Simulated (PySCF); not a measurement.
SiBi⁺ from Hartree–Fock to correlated methods

State: ³Σ⁻ (triplet), unpaired electrons π ↑↑. Set-up: Si def2-SVP, Bi def2-SVP with ECP60; scalar-relativistic core potentials (PySCF 2.14). De refers to Si + Bi⁺ in their high-spin ground configurations, without counterpoise correction. The functionals are run spin-unrestricted. A positive dipole points towards Bi; it is taken about the centre of mass and depends on that origin.

```tsv
Level	Re (Å)	ωe (cm⁻¹)	De (eV)	μ (D)
UHF	2.615	301	n/a	-4.72
UHF-MP2	2.599	356	n/a	n/a
UHF-SCS-MP2	2.612	340	n/a	n/a
UHF-CCSD	2.638	307	n/a	n/a
UHF-CCSD(T)	2.647	305	n/a	n/a
LDA	2.625	316	n/a	-3.60
PBE	2.654	305	n/a	-3.45
PBEsol	2.636	312	n/a	-3.49
BLYP	2.687	290	n/a	-3.70
r²SCAN	2.629	316	n/a	-3.49
PBE0	2.612	326	n/a	-3.56
LC-ωPBE	2.548	356	n/a	-3.70
```

Task: What does the step from GGA to meta-GGA do here, going from PBE to r²SCAN?

Result: r²SCAN less PBE: -2.5 pm in Re, +3.6 % in ωe. 

Task: What does the gradient correction do here, going from LDA to PBE?

Result: PBE less LDA: +2.9 pm in Re, -3.5 % in ωe. The gradient correction favours the more uneven density of free atoms, so it tends to lengthen bonds and takes away much of the overbinding of LDA; so it does here.

Task: What does second-order correlation do here, going from UHF to UHF-MP2?

Result: UHF-MP2 less UHF: -1.6 pm in Re, +18.3 % in ωe. Correlation nearly always deepens the well. The bond shortens, as in weak, metallic or heavy-atom bonds, where dispersion and the correlation of outer-core electrons pull the atoms together.

Correlated steps freeze 9 core orbitals. Spin–orbit coupling is left out, which matters for elements this heavy, above all for dissociation energies. The state was picked by a PBE0 search and need not be the measured ground state.
